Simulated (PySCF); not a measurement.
## Electronic structure of Zr⁺ (zirconium, charge +1) at the UHF level

Configuration: [Kr] 4d2 5s1, high-spin 4F determinant. All numbers are calculated (PySCF 2.14, a scalar-relativistic core potential, in aug-cc-pVDZ-PP with ECP28MDF).

```
Total energy             : -46.110366 hartree
One-electron energy      : -74.7233 hartree
Hartree (Coulomb) energy : 33.8400 hartree
Exchange energy          : -5.2270 hartree
⟨S²⟩                     : 3.7538
⟨L²⟩                     : 12.038
Sum of ⟨r⟩               : 18.64 bohr
Sum of ⟨r²⟩              : 41.59 bohr²
Time after the integrals : 0.36 s of wall time on 1 thread of Neoverse-N1 (shared host)
```

```json
{"shell": "4s α", "electrons": "1", "mean orbital energy (eV)": "-75.876", "rms radius, mean of both spins (bohr)": "1.31"}
{"shell": "4s β", "electrons": "1", "mean orbital energy (eV)": "-73.402", "rms radius, mean of both spins (bohr)": "1.31"}
{"shell": "4p α", "electrons": "3", "mean orbital energy (eV)": "-48.832", "rms radius, mean of both spins (bohr)": "1.48"}
{"shell": "4p β", "electrons": "3", "mean orbital energy (eV)": "-45.677", "rms radius, mean of both spins (bohr)": "1.48"}
{"shell": "4d α", "electrons": "2", "mean orbital energy (eV)": "-15.463", "rms radius, mean of both spins (bohr)": "2.29"}
{"shell": "5s α", "electrons": "1", "mean orbital energy (eV)": "-12.400", "rms radius, mean of both spins (bohr)": "3.82"}
```

Energies and moments cover only the electrons outside the core potential.
